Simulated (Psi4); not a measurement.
Dimer: HCl (SMILES Cl) (first 2 atoms) with AsH3 (SMILES [AsH3]); geometry from B3LYP-D3(BJ)/def2-TZVP.
(charge 0, multiplicity 1):
```tsv
atom	x (Å)	y (Å)	z (Å)
Cl	1.2079	0.5304	0.6571
H	0.7276	0.2800	1.8236
As	-0.3596	-0.2891	4.4963
H	-0.9333	0.7613	3.5494
H	-0.2595	-1.3243	3.3796
H	1.0687	0.1919	4.2567
```

The numbers are results of SAPT0/aug-cc-pVDZ run with Psi4, not measurements.

Q: Give the four SAPT terms and the total, and say what mostly holds the pair together.

A: electrostatics -5.1, exchange 12.8, induction -4.6, dispersion -8.2, total -5.1 kJ/mol; the largest attraction is dispersion.
